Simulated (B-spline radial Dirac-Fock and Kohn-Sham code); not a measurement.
ΔSCF core binding energies without Breit or QED terms, calculated with a radial atomic solver.

A sound run for Sc⁺ in the configuration [Ar] 3d1 4s1: The ground state converged in 11 iterations, with total energy -763.17581 Ha, virial ratio 1.99044 and highest orbital energy -12.13 eV. ΔSCF binding energies: K (1s) 4513.7 eV, L3 (2p3/2) 418.7 eV. Holes are computed only in closed shells, and unreliable hole states are left out.

A second run, with one unsound setting: The ground state converged in 11 iterations, with total energy -1116.72283 Ha, virial ratio 1.20443 and highest orbital energy -7.90 eV. ΔSCF binding energies: K (1s) 5185.0 eV, L3 (2p3/2) 317.9 eV. Holes are computed only in closed shells, and unreliable hole states are left out.

```
iter   energy (Ha)        error
   1    -1091.04800762  3.68e+00
   2    -1113.11728652  9.03e-01
   3    -1116.44710057  2.94e-01
   4    -1116.69351862  1.07e-01
   5    -1116.71990460  2.67e-02
   6    -1116.72275846  2.07e-03
   7    -1116.72282487  5.75e-04
   8    -1116.72283121  4.66e-05
   9    -1116.72283126  9.06e-06
  11    -1116.72283127  1.36e-07
```

Q: Which fault fits the second run best?
A. mesh too coarse
B. too few iterations
C. tolerance below the noise
D. speed of light below Z

A: D. The input had c_factor = 0.0997: c_factor makes c so small that Zα exceeds 1, so any numbers that come out have no meaning.
